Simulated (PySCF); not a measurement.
**Magnetic susceptibility: SMILES C=N/C=C/C1=CCC1, C₇H₉N**

Geometry:
| atom | x (Å) | y (Å) | z (Å) |
| --- | --- | --- | --- |
| C1 | 3.750 | 0.556 | -0.220 |
| N2 | 2.838 | -0.316 | -0.159 |
| C3 | 1.528 | 0.062 | -0.034 |
| C4 | 0.554 | -0.863 | 0.035 |
| C5 | -0.829 | -0.544 | 0.166 |
| C6 | -1.963 | -1.264 | 0.252 |
| C7 | -2.851 | -0.060 | 0.358 |
| C8 | -1.553 | 0.780 | 0.261 |
| H9 | 3.571 | 1.637 | -0.178 |
| H10 | 4.772 | 0.226 | -0.319 |
| H11 | 1.287 | 1.128 | 0.011 |
| H12 | 0.823 | -1.909 | -0.012 |
| H13 | -2.186 | -2.315 | 0.249 |
| H14 | -3.392 | 0.038 | 1.299 |
| H15 | -3.549 | 0.077 | -0.468 |
| H16 | -1.483 | 1.410 | -0.624 |
| H17 | -1.325 | 1.370 | 1.146 |

Method: GIAO BHandHLYP/pcSseg-1 magnetisability, rotational g tensor and spin-rotation constants, non-relativistic, gas phase in PySCF. Geometry: GFN2-xTB.

Question: What are the magnetisability and the molar susceptibility?

Answer: Isotropic -1004 × 10⁻³⁰ J/T², or -60.5 × 10⁻⁶ cm³/mol; principal values -1265, -906, -841 × 10⁻³⁰ J/T², anisotropy 396 × 10⁻³⁰ J/T² (root of half the summed squared differences of the principal values). The susceptibility is in cgs units.

Question: Split it along the inertial axes a, b, c into diamagnetic and paramagnetic parts about the centre of mass, with the quadrupole moment.

Answer: 
| axis | χ (10⁻⁶ cm³/mol) | diamagnetic (10⁻⁶ cm³/mol) | paramagnetic (10⁻⁶ cm³/mol) | summed x² of all electrons (Å²) | quadrupole Θ (D Å) |
| --- | --- | --- | --- | --- | --- |
| a | -53.9 | -251.4 | 197.6 | 329.5 | +6.11 |
| b | -51.3 | -1456.5 | 1405.2 | 45.5 | +0.03 |
| c | -76.2 | -1590.9 | 1514.7 | 13.8 | -6.14 |

Anisotropies 2χaa − χbb − χcc = +19.8 and 2χbb − χaa − χcc = +27.4 × 10⁻⁶ cm³/mol. Θ is traceless in Buckingham's convention.

Question: And the rotational g tensor?

Answer: 
| axis | rotational constant (GHz) | g | nuclear part | electronic part |
| --- | --- | --- | --- | --- |
| a | 8.7688 | -0.1353 | 0.6786 | -0.8140 |
| b | 0.8835 | -0.0132 | 0.5701 | -0.5833 |
| c | 0.8108 | -0.0013 | 0.5757 | -0.5770 |

Asymmetric top; isotopes 12C, 1H, 14N; no vibrational averaging.
